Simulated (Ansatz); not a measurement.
Computed with Ansatz on PBE0-D4/def2-TZVP structures; ΔE is electronic, products minus reactants. CBS: MP2 limit from def2 TZ/QZ plus the TZ coupled-cluster correction, frozen cores. This one scheme is used for every species. DFT in def2-TZVPP. For Ge, Se outer-core shells are correlated without core-valence functions, which leaves a few kJ/mol of doubt a bond. Scalar relativity is left out up to krypton. One conformer a species, not always the lowest.

Reaction (formal exchange of groups at a Ge–C bond): `O=[CH][GeH2][SeH]` + `CCl` → `Cl[CH2][GeH2][SeH]` + `C=O`

`O=[CH][GeH2][SeH]`:

```xyz
8

O     0.622    2.032   -0.971
C     0.497    1.338   -0.003
Ge    0.426   -0.666   -0.113
Se   -1.542   -1.368    0.978
H     0.376    1.788    1.010
H     1.565   -1.291    0.708
H     0.462   -1.101   -1.583
H    -2.407   -0.733   -0.026
```

`CCl`:

Z-matrix (Å, degrees):
```
C
Cl 1 1.773
H 1 1.088 2 108.6
H 1 1.087 2 108.7 3 -120.0
H 1 1.088 2 108.7 3 120.0
```

`Cl[CH2][GeH2][SeH]`:

Cartesian coordinates in Å:
```
Cl -1.715 -1.341 1.146
C -1.061 -0.627 -0.343
Ge 0.212 0.813 0.078
Se 2.092 -0.045 1.201
H -0.573 -1.419 -0.909
H -1.898 -0.238 -0.924
H 0.658 1.494 -1.229
H -0.453 1.808 1.037
H 2.738 -0.447 -0.056
```

`C=O`:

```xyz
4

C     0.003    0.003    0.002
O    -0.740   -0.767   -0.530
H     0.753   -0.325    0.750
H    -0.016    1.089   -0.222
```

```csv
species,r2SCAN energy (Eh)
`O=[CH][GeH2][SeH]`,-4594.25636
`CCl`,-500.07987
`Cl[CH2][GeH2][SeH]`,-4979.84655
`C=O`,-114.48630
```

Q: Work out ΔE.

A: ΔE = (-4979.84655) + (-114.48630) − (-4594.25636) − (-500.07987) = 0.00338 Eh = +2.1 kcal/mol. CCSD(T)/CBS gives -0.7 kcal/mol.

Largest T1 diagnostic among the species: 0.015.

From PBE to PBE0 (25 % exact exchange), in def2-TZVPP and without D4, ΔE moves by −1.4 kcal/mol. The D4 term adds −1.3 kcal/mol with B3LYP and −0.7 kcal/mol with PBE0; it sums over pairs of atoms, weighted by their polarisabilities, and B3LYP, whose exchange is more repulsive, gets the larger term. In def2-TZVPP, CCSD(T) changes the Hartree–Fock value by −1.2 kcal/mol (the triples alone add +0.1 kcal/mol) and MP2 by −2.1 kcal/mol.

B3LYP here is the variant with VWN-RPA as its local correlation; programs differ in this.
